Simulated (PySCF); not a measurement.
## Telling isomers of C6H11OP apart by NMR

Computed data (PySCF 2.14): GFN2-xTB structure, shielding tensors at PBE0/pcSseg-1 (GIAO). A single conformation, in vacuum, fast rotation and ring inversion assumed for equivalent nuclei, non-relativistic Hamiltonian.

δ = σ(ref) − σ, references computed at the same level: 1H, 13C vs TMS. Splittings of carbon signals by F and P are missing where no couplings were computed. Where no couplings were computed, multiplicities follow the n + 1 count of equivalent neighbours, and m marks all less simple cases (inequivalent or close neighbours, rings, F or P nearby). Shifts are as computed. Against solution values, carbons near 30 ppm lie about +3 ppm off and those near 130 ppm about +5 ppm. Of 1211 compounds with measured shifts, 218 miss one by over three times the rms of a fit or turn the order of signals round; such compounds aren't used in these exercises.

(1) Tabulate the signals of `C=C[P@](C)(=O)C(=C)C`, `O=[P@]12CC[C@H](CC1)C2`, `CC#C[P@H](=O)C(C)C` and their relative energies.

(2) What is the quickest way to tell O=[P@]12CC[C@H](CC1)C2 from CC#C[P@H](=O)C(C)C?

(3) What is the quickest way to tell C=C[P@](C)(=O)C(=C)C from CC#C[P@H](=O)C(C)C?

(4) What is the quickest way to tell C=C[P@](C)(=O)C(=C)C from O=[P@]12CC[C@H](CC1)C2?

Answers

(1) 
| SMILES | carbon types | δC | δH | E rel. (kcal/mol) |
| --- | --- | --- | --- | --- |
| C=C[P@](C)(=O)C(=C)C | 1×C 1×CH 2×CH2 2×CH3 | 158.1, 143.6, 140.5, 126.2, 23.4, 21.8 | 6.74 (m, 1H), 6.48 (m, 1H), 6.32 (m, 1H), 5.93 (m, 1H), 5.28 (m, 1H), 2.21 (m, 3H), 1.39 (m, 3H) | 36.1 |
| O=[P@]12CC[C@H](CC1)C2 | 1×CH 5×CH2 | 31.3, 31.1, 29.8, 22.8 | 1.84 (m, 2H), 1.80 (m, 1H), 1.69 (m, 2H), 1.49 (m, 2H), 1.47 (m, 2H), 1.13 (m, 2H) | 0.0 |
| CC#C[P@H](=O)C(C)C | 2×C 1×CH 3×CH3 | 108.8, 81.3, 35.7, 17.4, 16.0, 5.4 | 6.88 (m, 1H), 2.16 (s, 3H), 1.80 (m, 1H), 1.32 (m, 3H), 0.97 (m, 3H) | 50.5 |

Energies are electronic energies at PBE0/pcSseg-1 on these geometries, without zero-point or thermal terms, each for the one conformer computed, which needn't be the lowest.

(2) Count the carbon signals: 4 against 6. The first has an sp3 CH2 in a ring at 31.3 ppm, the second an alkyne carbon (C) at 108.8 ppm. In the proton spectra the most deshielded non-exchanging signals are 1.84 (m, 2H) and 6.88 (m, 1H).

(3) Both give the same number of carbon signals, but DEPT or the intensities differ. The first has an alkene CH at 143.6 ppm, the second an alkyne carbon (C) at 81.3 ppm. Their most deshielded carbons lie at 158.1 and 108.8 ppm.

(4) Count the carbon signals: 6 against 4. The first has a fully substituted alkene carbon (C) at 158.1 ppm, the second an sp3 CH2 in a ring at 31.3 ppm. In the proton spectra the most deshielded non-exchanging signals are 6.74 (m, 1H) and 1.84 (m, 2H).
